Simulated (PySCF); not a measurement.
## LaSI: from structure and modes to constants

All numbers come from PBE0 in PySCF with La def2-TZVP with ECP46, S def2-TZVP, I def2-TZVP with ECP28; scalar-relativistic core potentials, no spin–orbit coupling; density-fitted integrals.

The singlet minimum has Cs symmetry. Masses (u): La 138.90635, S 31.97207, I 126.90447.

```xyz
3
charge 0 multiplicity 1, angstrom
La   -0.8327    0.0000   -0.8671
S    -2.8649    0.0000    0.4280
I     1.6378    0.0000    0.8442
```

Harmonic wavenumbers (cm⁻¹): 65.4 (a', ×1), 173.9 (a', ×1), 456.1 (a', ×1).

Question: Find the principal moments of inertia and the rotational constants. What kind of rotor is it?

Answer: About the centre of mass I = 106.34, 793.52, 899.87 u Å². With B = 16.8576/I this gives 0.1585, 0.02124, 0.01873 cm⁻¹. The molecule is an asymmetric top with κ = -0.96.

Question: What is the harmonic zero-point energy?

Answer: Half the sum of all 3 wavenumbers, 695/2 = 348 cm⁻¹, which is 4.2 kJ/mol (1 cm⁻¹ = 0.0119627 kJ/mol).

Question: Find the vibrational entropy and heat capacity at 298.15 K.

Answer: With u = 1.43878 ω/T, each mode gives S = R[u/(eᵘ−1) − ln(1−e⁻ᵘ)] and C = R u² eᵘ/(eᵘ−1)².
```csv
ω (cm⁻¹),u,S (J/(mol K)),C (J/(mol K))
65.4,0.316,17.94,8.25
173.9,0.839,10.01,7.84
456.1,2.201,3.25,5.64
```
The sums over all modes are S = 31.2 and C = 21.7 J/(mol K); the softest mode gives 57 % of the entropy.

Other isomers or separated fragments may lie lower.
